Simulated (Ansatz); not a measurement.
`C[B-](Cl)(Cl)[NH2+][SiH3]` → `C[B-]([NH3+])(Cl)Cl` + `[SiH2]` at 500 K and 1 bar (silylene formation by 1,1-elimination).

Gas-phase electronic energies from Ansatz, PBE0-D4/def2-TZVP geometries. CCSD(T)/CBS is the MP2 limit (def2-TZVPP, def2-QZVPP) plus CCSD(T) − MP2 in def2-TZVPP, frozen cores. This one scheme is used for every species. One conformer a species, not always the lowest.

```csv
species,CCSD(T)/CBS energy (Eh),H − E (kJ/mol),S (J/(mol·K))
`C[B-](Cl)(Cl)[NH2+][SiH3]`,-1331.14103,321.0,474.4
`C[B-]([NH3+])(Cl)Cl`,-1040.85122,268.6,408.6
`[SiH2]`,-290.19011,48.0,226.5
```

H − E and S are ideal-gas, rigid-rotor, harmonic terms from PBE0-D4/def2-TZVP, for one conformer and one mirror image of each species. 1 Eh = 2625.50 kJ/mol, R = 8.31446 J/(mol·K).

Problem. By hand: ΔE, ΔH, ΔS and ΔG.

Solution. ΔE = (-1040.85122) + (-290.19011) − (-1331.14103) = 0.09970 Eh = 261.8 kJ/mol. Δ(H − E) = 268.6 + 48.0 − 321.0 = -4.4, so ΔH = 257.4 kJ/mol. ΔS = 408.6 + 226.5 − 474.4 = 160.7 J/(mol·K). ΔG = 257.4 − 500 × (160.7)/1000 = 177.0 kJ/mol.

Problem. By hand: the equilibrium constant, and the temperature at which ΔG would vanish if ΔH and ΔS stayed fixed.

Solution. log₁₀ K = −ΔG/(RT ln 10) = -18.5. ΔG = 0 at ΔH/ΔS = 1602 K.

The number of gas molecules changes by +1, which sets the sign of ΔS. A doubt of 5 kJ/mol in ΔE shifts log₁₀ K by 0.5 here. Other conformers and mirror images would add mixing entropy, several J/(mol·K) or more a flexible species. These are equilibria of isolated gas molecules and say nothing of rates. Largest T1 diagnostic: 0.014 (customary marks: 0.02 for closed shells, 0.045 for open ones).
